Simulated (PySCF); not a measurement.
# InBi⁺ from Hartree–Fock to correlated methods

State: ⁴Σ⁻ (quartet), unpaired electrons σ ↑, π ↑↑. Set-up: In def2-SVP with ECP28, Bi def2-SVP with ECP60; scalar-relativistic core potentials (PySCF 2.14). De refers to In⁺ + Bi in their high-spin ground configurations, without counterpoise correction. The functionals are run spin-unrestricted. A positive dipole points towards Bi; it is taken about the centre of mass and depends on that origin.

```csv
Level,Re (Å),ωe (cm⁻¹),De (eV),μ (D),"CPU s a point (SCF and correlation, without the integrals)"
UHF,3.557,46.1,n/a,-7.10,0.12
UHF-MP2,3.329,62.3,n/a,n/a,0.22
UHF-SCS-MP2,3.397,57.0,n/a,n/a,n/a
UHF-CCSD,3.350,62.4,n/a,n/a,n/a
UHF-CCSD(T),3.318,65.4,n/a,n/a,4.6
PBE,3.204,77.2,n/a,-4.34,0.51
r²SCAN,3.171,79.7,n/a,-4.49,0.65
TPSSh,3.186,76.7,n/a,-4.55,0.67
B3LYP,3.264,70.9,n/a,-4.79,0.62
PBE0,3.197,76.6,n/a,-4.70,0.94
MN15,3.193,80.9,n/a,-4.69,0.66
CAM-B3LYP,3.232,73.0,n/a,-4.95,0.94
```

Task: What does a quarter of exact exchange do here, going from PBE to PBE0?

Result: PBE0 less PBE: -0.7 pm in Re, -0.8 % in ωe. Exact exchange removes part of the self-interaction that spreads semilocal densities, and in most molecules shortens and stiffens the bond and lowers De; so it does here.

Task: What does the step from GGA to meta-GGA do here, going from PBE to r²SCAN?

Result: r²SCAN less PBE: -3.3 pm in Re, +3.2 % in ωe. 

Task: What does second-order correlation do here, going from UHF to UHF-MP2?

Result: UHF-MP2 less UHF: -22.8 pm in Re, +35.1 % in ωe. Correlation nearly always deepens the well. The bond shortens, as in weak, metallic or heavy-atom bonds, where dispersion and the correlation of outer-core electrons pull the atoms together.

Correlated steps freeze 8 core orbitals. These are scalar-relativistic numbers at best; spin–orbit coupling would shift them, the dissociation energy most. The state is the lowest determinant that a PBE0 search found; another state may lie lower at other levels.

The whole job (state search and all levels along the bond) took about 2.2 min on 1 thread of Intel Xeon 6975P-C (shared host), peak memory 0.6 GiB.
